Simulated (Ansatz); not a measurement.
Input for Ansatz (a first-principles code): R-r2SCAN/def2-TZVPP on GaH4NO (SMILES [NH2][GaH][OH]), a point of a torsion scan.

Ansatz 0.2 input:
```yaml
crystal:
  periodic: [false, false, false]
  atoms:
    - {symbol: N, position_ang: [1.26316056, -0.58107018, 0.04884303]}
    - {symbol: Ga, position_ang: [-0.07777004, 0.65918041, 0.33374848]}
    - {symbol: O, position_ang: [0.36376569, 2.23374889, 0.89513357]}
    - {symbol: H, position_ang: [1.81706971, -0.80594689, 0.87228333]}
    - {symbol: H, position_ang: [1.93330717, -0.33084672, -0.67463316]}
    - {symbol: H, position_ang: [-1.54333805, 0.29807849, 0.07993583]}
    - {symbol: H, position_ang: [-0.03659616, 3.06363397, 1.13417596]}
basis:
  gaussian:
    orbitals: def2-TZVPP
hamiltonian:
  xc: {name: r2SCAN}
scf: {lower_state_search: off}
```

It printed:

```
WARN ansatz: RAYON_NUM_THREADS=1 ignored (pool sized by the plan → 1); use --threads N
Functional definition: r2SCAN
these checks for a lower state are left out or cut short: stability, starts, cluster_reference, orbital_swaps, neighbouring_geometries, increment
integrals: 0.07 GiB planned
910 factors; their error is unknown
mean field: 0.55 GiB planned
mean field evaluation 1: about -55965.6595 eV, gradient 9.4e1 eV
mean field evaluation 2: about -55898.0357 eV, gradient 1.9e2 eV
mean field evaluation 4: about -55979.4966 eV, gradient 2.4e1 eV
mean field evaluation 8: about -55980.5170 eV, gradient 2.4e-1 eV
mean field evaluation 16: about -55980.5170 eV, gradient 7.5e-6 eV
mean field -55980.51701894 eV, -2057.2460554889 hartree, gradient 7.5e-6 eV, S^2 0.000000; 0 other end points of the search recorded, 0 dependent functions left out
reference -55980.51703057 eV, -2057.2460559163 hartree; 25, 25 occupied and 141, 141 virtual orbitals, 910 factors
Total energy: -55980.51703057 eV, -2057.2460559163 hartree
Checks for a lower state left out: stability, starts, cluster_reference, orbital_swaps, neighbouring_geometries, increment
```

Self-consistency was reached.

Cost: very roughly 2.1 core-seconds.
